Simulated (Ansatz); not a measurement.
Start from `CC1O[SiH2]1` and change one atom or group to get `[SeH]C1O[SiH2]1`.

Ansatz, PBE0-D4/def2-TZVP geometries, multiplicity 1. Each molecule was computed in one conformer, which needn't be the lowest.

Scalar relativity is left out up to krypton.

```tsv
property	`CC1O[SiH2]1`
size of the dipole moment (ωB97M-V/def2-TZVPP) / D	1.84
LUMO energy (B3LYP/def2-TZVPP) / eV	-0.70
HOMO–LUMO gap (PBE/def2-TZVPP) / eV	4.80
size of the dipole moment (B3LYP/def2-TZVPP) / D	1.81
LUMO energy (PBE0/def2-TZVPP) / eV	-0.46
HOMO energy (PBE0/def2-TZVPP) / eV	-7.31
```

What does the change do to each property? (Best estimate.)

Computed: 
| property | `[SeH]C1O[SiH2]1` | shift |
| --- | --- | --- |
| size of the dipole moment (ωB97M-V/def2-TZVPP) / D | 2.52 | 0.68 |
| LUMO energy (B3LYP/def2-TZVPP) / eV | -1.24 | -0.54 |
| HOMO–LUMO gap (PBE/def2-TZVPP) / eV | 3.73 | -1.07 |
| size of the dipole moment (B3LYP/def2-TZVPP) / D | 2.45 | 0.64 |
| LUMO energy (PBE0/def2-TZVPP) / eV | -1.02 | -0.56 |
| HOMO energy (PBE0/def2-TZVPP) / eV | -6.69 | 0.62 |

With PBE0 the HOMO rises by 0.62 eV and the LUMO falls by 0.56 eV, so the gap narrows by about 1.18 eV. PBE moves the HOMO by 0.52 eV and ωB97M-V by 0.68 eV. Dipoles are sizes alone; their direction can turn.

B3LYP here is the variant with VWN-RPA as its local correlation; programs differ in this.

Spin–orbit coupling is left out; it splits and shifts lone-pair levels of the heavy atoms by tenths of an eV.
